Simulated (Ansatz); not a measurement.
**One elementary step**

Start structure (Si$_{4}$H$_{10}$ClF, singlet), relaxed at PBE0-D4/def2-TZVP:

```xyz
16
angstrom
Si 0.5024 0.7821 0.0176
Si 1.8932 -1.0704 -0.3836
Si -1.0203 1.0680 -1.7574
Si -0.4744 0.6307 2.1562
F 1.4711 2.0843 0.0279
H -0.8983 -2.3803 -0.1427
Cl -2.0484 -1.8529 0.0782
H 2.9100 -1.2349 0.6889
H 2.5794 -0.9661 -1.6988
H 1.0680 -2.3169 -0.4097
H -1.0535 -0.1432 -2.6191
H -0.5452 2.2189 -2.5732
H -2.3925 1.3534 -1.2644
H 0.2378 1.5918 3.0421
H -1.9197 0.9741 2.1264
H -0.3096 -0.7386 2.7116
```

The step: Si₄H₉F ([F][Si]([SiH3])([SiH3])[SiH3]) + HCl → Si₃H₆ClF ([F][Si]([SiH3])([SiH3])[Cl]) + SiH₄; bonds formed: Si1–Cl7, Si2–H6; bonds broken: Si1–Si2, H6–Cl7. Ansatz 0.2.0; basis: def2-TZVPP and def2-QZVPP; cores frozen in the correlated methods. Extrapolation: Hartree–Fock as exp(−7.88 √X), correlation as X^−2.97. Energies below are by CCSD(T) at an estimated basis limit (MP2 extrapolated from triple and quadruple zeta, plus CCSD(T) − MP2 in triple zeta).

**Question.** What are the electronic barrier and the energy of the step, from the start structure to the end structure? (To be estimated.)

**Answer.** By the calculation: Barrier 1.184 eV; step energy -1.039 eV (downhill); reverse barrier, their difference, 2.222 eV. Barrier and step energy count from the start structure, the reverse barrier from the end structure.

The saddle point: One imaginary mode of 720i cm⁻¹.
```tsv
pair	start (Å)	saddle (Å)	end (Å)
Si1–Cl7	3.67	2.67	2.06
Si2–H6	3.09	1.75	1.48
Si1–Si2	2.35	2.59	4.56
H6–Cl7	1.28	1.73	3.40
```

Zero-point energy (harmonic, PBE0-D4): ZPE is 2.352 eV at the start and 2.335 eV at the saddle, so the barrier goes from 1.184 to 1.166 eV.

The T1 diagnostic stays at or below 0.015. The end structure is not quite a true minimum (one mode of 26i cm⁻¹).

Labels in which every atom is bracketed show which atoms are joined, not bond orders.

For scale, one of the runs: CCSD(T)/def2-TZVPP, 381 basis functions, launched by `ansatz run in.yaml --threads 4 --pin off --events-out ev --progress --plain --max-ram 66560MiB --backend cuda --devices 0, --max-vram 37GiB`. The run took 15 s on 4 CPU threads of an AMD EPYC 7R13 and a share of one NVIDIA H100 (shared host), with 0.92 GiB of host memory at its peak.
